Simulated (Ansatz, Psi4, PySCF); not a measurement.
C$_{3}$H$_{7}$ (SMILES C[CH-]C), charge -1, singlet, at a GFN2-xTB geometry (in this run its highest filled SCF level lies above zero, so its values depend strongly on the basis, on diffuse functions most of all). Base run: CAMB3LYP/6-31G** in PySCF.

PySCF was given this input:
```python
from pyscf import gto, scf, dft

mol = gto.Mole()
mol.atom = '''
    C    -0.10780469    0.00054251    0.68004084
    C    -0.02190610    1.23344102   -0.21846953
    C    -0.00646224   -1.23439269   -0.21405251
    H     0.84309050    0.00760359    1.30038358
    H     0.01296381    2.15358899    0.38110298
    H     0.03990771   -2.15188010    0.38880905
    H     0.85762803    1.28590022   -0.92185351
    H    -0.91331302    1.30302432   -0.86049058
    H    -0.89691409   -1.31742471   -0.85580041
    H     0.87367531   -1.27835733   -0.91726391
'''
mol.basis = '6-31g**'
mol.charge = -1
mol.verbose = 4
mol.build()

mf = dft.RKS(mol)
mf.xc = 'camb3lyp'
mf.kernel()
```

The same geometry, method and basis name were run in Ansatz (a first-principles code) and Psi4 and PySCF, at each program's defaults and at the settings that a row names. The base is PySCF at its defaults. Differences at the defaults can come from grids, fitting, cores and function types together.

| code and settings | ΔE vs base (µEh) | basis functions | E (Eh) | SCF cycles |
|---|---|---|---|---|
| PySCF, defaults (exact integrals, its default grid, spherical functions) | 0.0 | 77 | -118.35360 | 9 |
| Psi4, defaults (density fitting with its default set, its default grid, Cartesian functions) | … | 80 | … | 8 |
| Ansatz, defaults (factorised integrals, its default grid, Cartesian functions) | -2581 | 80 | -118.35618 | - |
| PySCF, density fitting with def2-universal-jkfit | -41.3 | 77 | -118.35364 | 9 |
| PySCF, fine grid | 0.5 | 77 | -118.35360 | 9 |
| Psi4, exact integrals, spherical functions, fine grid | 0.6 | 77 | -118.35360 | 11 |
| Ansatz, high accuracy, Cartesian functions as the basis file defines them | -2581 | 80 | -118.35618 | - |

**Question.** Complete the blanks.

**Answer.** 
- Psi4, defaults (density fitting with its default set, its default grid, Cartesian functions), ΔE vs base (µEh): -2645
- Psi4, defaults (density fitting with its default set, its default grid, Cartesian functions), E (Eh): -118.35625
